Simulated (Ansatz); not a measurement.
One change: `[NH2][Ga]([F])[Cl]` becomes `[CH3][Ga]([NH2])[Cl]`.

Ansatz, PBE0-D4/def2-TZVP geometries, multiplicity 1. Each molecule was computed in one conformer, which needn't be the lowest.

Scalar relativity is left out up to krypton.

```json
{"property": "LUMO energy (ωB97M-V/def2-TZVPP) / eV", "`[NH2][Ga]([F])[Cl]`": "0.79"}
{"property": "HOMO energy (ωB97M-V/def2-TZVPP) / eV", "`[NH2][Ga]([F])[Cl]`": "-10.57"}
{"property": "LUMO energy (PBE0/def2-TZVPP) / eV", "`[NH2][Ga]([F])[Cl]`": "-1.05"}
{"property": "HOMO energy (PBE0/def2-TZVPP) / eV", "`[NH2][Ga]([F])[Cl]`": "-8.18"}
{"property": "HOMO energy (PBE/def2-TZVPP) / eV", "`[NH2][Ga]([F])[Cl]`": "-6.74"}
{"property": "ideal-gas entropy at 298 K and 1 bar (rigid rotor, harmonic PBE0-D4/def2-TZVP) / J/(mol·K)", "`[NH2][Ga]([F])[Cl]`": "336"}
```

**Question.** What does the change do to each property? (Estimate.)

**Answer.** Computed: 
| property | `[CH3][Ga]([NH2])[Cl]` | shift |
| --- | --- | --- |
| LUMO energy (ωB97M-V/def2-TZVPP) / eV | 1.55 | 0.76 |
| HOMO energy (ωB97M-V/def2-TZVPP) / eV | -9.91 | 0.66 |
| LUMO energy (PBE0/def2-TZVPP) / eV | -0.15 | 0.90 |
| HOMO energy (PBE0/def2-TZVPP) / eV | -7.52 | 0.66 |
| HOMO energy (PBE/def2-TZVPP) / eV | -6.14 | 0.60 |
| ideal-gas entropy at 298 K and 1 bar (rigid rotor, harmonic PBE0-D4/def2-TZVP) / J/(mol·K) | 360 | 24 |

With PBE0 the HOMO rises by 0.66 eV and the LUMO rises by 0.90 eV, so the gap widens by about 0.24 eV. PBE moves the HOMO by 0.60 eV and ωB97M-V by 0.66 eV. The zero-point energy changes by 88.9 kJ/mol with +9 modes. Modes under 60 cm⁻¹, often nearly free rotors, make the harmonic entropy too high.
